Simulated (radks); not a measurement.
Rb+, configuration [Kr]. Calculated with a radial shooting solver on a logarithmic mesh with Libxc functionals: Dirac Kohn-Sham, PBE, spin-unpolarised, spherical densities, finite nucleus; Fermi nuclear charge, rms radius 4.2036 fm.

Normalised radial functions P(r) = r R(r) (large component), r in bohr:

r,3d5/2,4p3/2
0.003944,0.0001,0.0027
0.004483,0.0001,0.0035
0.005136,0.0001,0.0045
0.005837,0.0002,0.0057
0.006688,0.0003,0.0074
0.007601,0.0004,0.0094
0.008708,0.0006,0.0120
0.009977,0.0008,0.0154
0.01134,0.0012,0.0193
0.01299,0.0018,0.0245
0.01476,0.0025,0.0305
0.01692,0.0037,0.0384
0.01923,0.0052,0.0474
0.02203,0.0076,0.0590
0.02524,0.0110,0.0727
0.02868,0.0155,0.0878
0.03286,0.0222,0.1063
0.03735,0.0309,0.1259
0.04279,0.0437,0.1486
0.04863,0.0600,0.1713
0.05572,0.0833,0.1955
0.06383,0.1144,0.2183
0.07255,0.1527,0.2362
0.08312,0.2050,0.2487
0.09447,0.2669,0.2512
0.1082,0.3481,0.2405
0.123,0.4398,0.2147
0.1409,0.5535,0.1681
0.1615,0.6822,0.1007
0.1835,0.8132,0.0198
0.2102,0.9567,-0.0799
0.2389,1.0876,-0.1789
0.2738,1.2118,-0.2781
0.3111,1.3040,-0.3529
0.3565,1.3642,-0.3986
0.4084,1.3766,-0.3967
0.4642,1.3407,-0.3446
0.5318,1.2534,-0.2352
0.6044,1.1316,-0.0876
0.6925,0.9714,0.1025
0.787,0.8048,0.2948
0.9017,0.6263,0.4916
1.033,0.4608,0.6590
1.174,0.3265,0.7731
1.345,0.2118,0.8363
1.529,0.1314,0.8374
1.752,0.0728,0.7822
1.991,0.0382,0.6890
2.281,0.0174,0.5640
2.613,0.0070,0.4310
2.97,0.0026,0.3138
3.402,0.0008,0.2083
3.867,0.0002,0.1312
4.43,0.0000,0.0730
5.035,0.0000,0.0380
5.769,0.0000,0.0169

3d5/2: eigenvalue -109.06 eV, 0 radial nodes, <r> = 0.527 bohr, 90 % of the charge inside 0.858 bohr. 4p3/2: eigenvalue -21.361 eV, 2 radial nodes at r = 0.189, 0.645 bohr, <r> = 1.73 bohr, 90 % of the charge inside 2.61 bohr.
